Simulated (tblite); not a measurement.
Compound: C₈H₉F.
Atom-mapped SMILES: `[F:1][C:2]1=[CH:3][C:4]2([CH:5]=[CH:6]1)[CH2:7][CH2:8][CH2:9]2` (hydrogens: H10 on C3; H11 on C5; H12 on C6; H13, H14 on C7; H15, H16 on C8; H17, H18 on C9)

The geometry is computed with GFN2-xTB (gas phase).

Q: List the bond lengths, angles and torsions at this level.

A: 
```tsv
bond	length (Å)	order
F1–C2	1.341	single
C2=C3	1.337	double
C3–C4	1.492	single
C4–C5	1.495	single
C5=C6	1.338	double
C4–C7, C4–C9	1.551	single
C7–C8, C8–C9	1.533	single
C2–C6	1.450	single
C3–H10	1.072	single
C5–H11	1.074	single
C6–H12	1.074	single
C7–H13, C9–H17	1.087	single
C7–H14, C9–H18	1.087	single
C8–H15	1.088	single
C8–H16	1.088	single
```

Bonds in one row agree within 0.01 Å and their mean is given. Orders are formal, as drawn. A selection of angles:
```tsv
angle	degrees
F1–C2–C3	126.6
F1–C2–C6	122.2
C3–C2–C6	111.2
C2–C3–C4	108.1
C3–C4–C5	103.0
C3–C4–C7	118.0
C5–C4–C7	115.2
C7–C4–C9	88.1
C4–C5–C6	110.2
C2–C6–C5	107.6
C4–C7–C8	90.2
C7–C8–C9	89.4
```

Torsions: F1–C2–C3–C4 180° (antiperiplanar); C2–C3–C4–C5 0° (synperiplanar); C3–C4–C5–C6 0° (synperiplanar); C4–C5–C6–C2 0° (synperiplanar); C3–C4–C7–C8 132° (anticlinal); C4–C7–C8–C9 -11° (synperiplanar); C7–C8–C9–C4 11° (synperiplanar); F1–C2–C6–C5 180° (antiperiplanar); C3–C4–C9–C8 -132° (anticlinal).

The 4-membered ring C4–C7–C8–C9 has internal angles of 88.1° to 90.2°; it is puckered, 0.07 Å rms from its mean plane, widest ring torsion 11°. The 9 C–C bonds span 1.337 Å (C2=C3, drawn double) to 1.552 Å (C4–C7, drawn single), a spread of 0.215 Å. The 5-membered ring C2–C3–C4–C5–C6 has internal angles of 103.0° to 111.2° (sum 540°, against 540° for a flat polygon); it is planar, 0.00 Å rms from its mean plane, widest ring torsion 0°.

Point group: Cs (every atom within 0.08 Å of its image). Its GFN2-xTB frequencies are all real (lowest 69 cm⁻¹).

Hardware: an Arm Neoverse V1 with one thread, no GPU, shared host. Cost: 0.3 s wall. This is the geometry optimisation.
